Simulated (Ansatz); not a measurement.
A run for Ansatz (a program for electronic structure): R-PBE/def2-TZVPP on BrHSi (SMILES [SiH]Br), atoms moved off the minimum.

Ansatz 0.2 input:
```yaml
crystal:
  periodic: [false, false, false]
  atoms:
    - {symbol: Si, position_ang: [-0.91305089, -0.90449311, 1.04344101]}
    - {symbol: H, position_ang: [-1.81732175, -1.34558540, 0.05382470]}
    - {symbol: Br, position_ang: [0.36190605, 0.38858395, -0.49877644]}
basis:
  gaussian:
    orbitals: def2-TZVPP
hamiltonian:
  xc: {name: PBE}
scf: {lower_state_search: off}
output: {forces: true}
```

It printed:

```
WARN ansatz: RAYON_NUM_THREADS=1 ignored (pool sized by the plan → 1); use --threads N
Functional definition: PBE
these checks for a lower state are left out or cut short: stability, starts, cluster_reference, orbital_swaps, neighbouring_geometries, increment
integrals: 0.03 GiB planned
723 factors; their error is unknown
mean field: 0.23 GiB planned
mean field evaluation 1: about -77924.6594 eV, gradient 1.5e1 eV
mean field evaluation 2: about -77924.9237 eV, gradient 1.0e1 eV
mean field evaluation 4: about -77925.2802 eV, gradient 1.5e0 eV
mean field evaluation 8: about -77925.2496 eV, gradient 1.4e-2 eV
mean field evaluation 16: about -77925.2496 eV, gradient 3.8e-6 eV
mean field -77925.24959015 eV, -2863.7001028066 hartree, gradient 3.8e-6 eV, S^2 0.000000; 0 other end points of the search recorded, 0 dependent functions left out
the calculation of the forces begins
reference -77925.24961937 eV, -2863.7001038807 hartree; 25, 25 occupied and 79, 79 virtual orbitals, 723 factors
Total energy: -77925.24961937 eV, -2863.7001038807 hartree
Atom 0 at    -0.913051    -0.904493     1.043441 Å, force     2.123629     1.327880     1.046062 eV/Å
Atom 1 at    -1.817322    -1.345585     0.053825 Å, force    -1.492691    -0.704631    -1.736358 eV/Å
Atom 2 at     0.361906     0.388584    -0.498776 Å, force    -0.630938    -0.623248     0.690296 eV/Å
Dipole moment:    -0.230438    -0.201071     0.135878 e Å
Checks for a lower state left out: stability, starts, cluster_reference, orbital_swaps, neighbouring_geometries, increment
```

The calculation finished and met its thresholds.

Cost: roughly 0.8 core-seconds.
